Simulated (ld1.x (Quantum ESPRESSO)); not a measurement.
**Which change was made? (Ag, RRKJ)**

ld1.x (Quantum ESPRESSO) 7.5 input, shortened:

```
&input
   title='Ag', zed=47., rel=1, dft='PBE', iswitch=3,
   config='[Kr] 4d8 5s0 5p0'
 /
 &inputp
   pseudotype=2, tm=.false., rho0=0.005, lloc=0,
   nlcc=.true., new_core_ps=.true., rcore=0.60
 /
3
4P  2  1   6.00   0.00  1.45  1.45  0.0
4D  3  2   8.00   0.00  1.45  1.45  0.0
4S  1  0   2.00   0.00  0.95  0.95  0.0
 &test
   configts(1)='4s2 4p6 4d8 5s0 5p0'
 /
```

Cutoffs, loose and tight: the cutoffs (Ry, on a coarse ladder) from which the occupation-weighted sum of valence levels, in a spherical-Bessel basis at the reference potential, stays within 10 and 1 mRy of its value at 400 Ry. They do not see the model core or the augmentation charge, which bear on the density cutoff. Test errors are all-electron minus pseudo excitation energies from the reference, over the configurations 4s2 4p6 4d10 5s1 5p0; 4s2 4p6 4d10 5s0 5p0; 4s2 4p6 4d9 5s0 5p0; 4s2 4p6 4d9 5s1 5p1; 4s2 4p6 4d10 5s0.5 5p0; 4s2 4p6 4d7 5s0 5p0; 4s2 4p6 4d10 5s0 5p1; variants that change the core or the reference have their own tests.

The base gives: outcome: generated; cutoff, loose: 140 Ry; cutoff, tight: 260 Ry; bound ghosts: none; largest test error (meV): +190.

On the changes marked as counting shells twice: ld1.x takes every shell without a wave as core, so the model core holds the marked electrons as well and exchange and correlation see them twice. This cancels in the reference configuration, but the file is broken for other ones, and its errors say nothing about a proper core correction.

(1) After one change the result is: outcome: generated; cutoff, loose: 140 Ry; cutoff, tight: 260 Ry; bound ghosts: none; largest test error (meV): -456. Which change was it?
A. wave 4p (bound): rc 1.45 bohr becomes 4p (bound): rc 1.94 bohr
B. wave 4s (bound): rc 0.95 bohr becomes 4s (bound): rc 1.14 bohr
C. reference 4s2 4p6 4d10 5s0.75 5p0 (5s counted twice)

## Answers

(1) C. The others give: wave 4s (bound): rc 0.95 bohr becomes 4s (bound): rc 1.14 bohr → outcome: generated; cutoff, loose: 120 Ry; cutoff, tight: 200 Ry; bound ghosts: none; largest test error (meV): +413 | wave 4p (bound): rc 1.45 bohr becomes 4p (bound): rc 1.94 bohr → outcome: generated; cutoff, loose: 140 Ry; cutoff, tight: 260 Ry; bound ghosts: none; largest test error (meV): +116.
